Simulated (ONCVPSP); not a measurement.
**An all-electron radial function and its pseudo partner (vanadium (V))**

Columns: radius, all-electron u(r) and pseudo u(r) of the 3p shell (level -44.04 eV) of vanadium in the configuration [Ne] 3s2 3p6 3d3 4s2; PBE, scalar-relativistic, ONCV scheme, ONCVPSP 4.0.1.

```csv
r (bohr),all-electron,pseudo
0.115,-0.4835,0.0555
0.230,-0.4490,0.2080
0.345,-0.0126,0.4215
0.460,0.4508,0.6487
0.575,0.7921,0.8453
0.690,0.9888,0.9811
0.805,1.0644,1.0445
0.920,1.0553,1.0413
1.035,0.9937,0.9876
1.150,0.9042,0.9026
1.265,0.8033,0.8033
1.380,0.7015,0.7016
1.495,0.6048,0.6048
1.610,0.5165,0.5164
1.725,0.4377,0.4376
1.840,0.3688,0.3688
1.955,0.3093,0.3093
2.070,0.2585,0.2585
2.185,0.2154,0.2154
2.300,0.1791,0.1791
2.415,0.1486,0.1486
2.530,0.1231,0.1231
2.645,0.1019,0.1018
2.760,0.0841,0.0841
2.875,0.0694,0.0694
2.990,0.0572,0.0572
```

Task: How many radial nodes do the two functions have?

Result: The all-electron 3p function has n − l − 1 = 1; the pseudo-wave has 0, since the states of the same l below it are removed with the core.

Task: At about which radius was the pseudo-wave matched?

Result: 1.60 bohr. The columns agree to 0.0005 from 1.26 bohr on; several derivatives are matched, so the curves merge somewhat inside the radius.

Task: Is the pseudo-wave norm-conserving?

Result: Yes: the ONCV scheme keeps the norm inside the radius equal to the all-electron one, which fixes the energy derivative of the logarithmic derivative at the level.
